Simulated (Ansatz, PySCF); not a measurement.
This Ansatz (a quantum-chemistry and plane-wave program) input computes a CCSD(T)/cc-pVDZ energy:

Ansatz 0.2 input:
```yaml
crystal:
  periodic: [false, false, false]
  atoms:
    - {symbol: N, position_ang: [-1.15421248, 0.08307660, 0.34072297]}
    - {symbol: C, position_ang: [-0.06243382, -0.00609724, 0.02334692]}
    - {symbol: O, position_ang: [1.11326156, 0.01036218, -0.37064141]}
    - {symbol: H, position_ang: [-2.11967395, 0.15073496, 0.62657741]}
    - {symbol: H, position_ang: [1.66767176, -0.77858513, -0.18658848]}
basis:
  gaussian:
    orbitals: cc-pVDZ
total_charge: 1
magnetization: {spin_polarized: false}
correlation: {method: ccsd_t, electrons: outside_noble_gas}
```

Problem. Write an input for the same energy in PySCF and say what it gives.

Solution. 
```python
from pyscf import gto, scf, mp, cc as ccmod

mol = gto.M(
    atom='''
    N    -1.15421248    0.08307660    0.34072297
    C    -0.06243382   -0.00609724    0.02334692
    O     1.11326156    0.01036218   -0.37064141
    H    -2.11967395    0.15073496    0.62657741
    H     1.66767176   -0.77858513   -0.18658848
    ''',
    basis='cc-pvdz',
    charge=1,
    spin=0,
    verbose=4,
)

mf = scf.RHF(mol)
mf.conv_tol = 1e-10
mf.max_cycle = 100
mf.kernel()
mp2 = mp.MP2(mf, frozen=3).run()
cc = ccmod.CCSD(mf, frozen=3)
cc.max_cycle = 100
cc.kernel()
et = cc.ccsd_t()
print(f'E(CCSD(T)) = {cc.e_tot + et:.9f}')
```
It gives -168.53168 Eh, and Ansatz -168.53168 Eh, a difference of 0.00 mEh.

It need not be the lowest isomer of its formula.
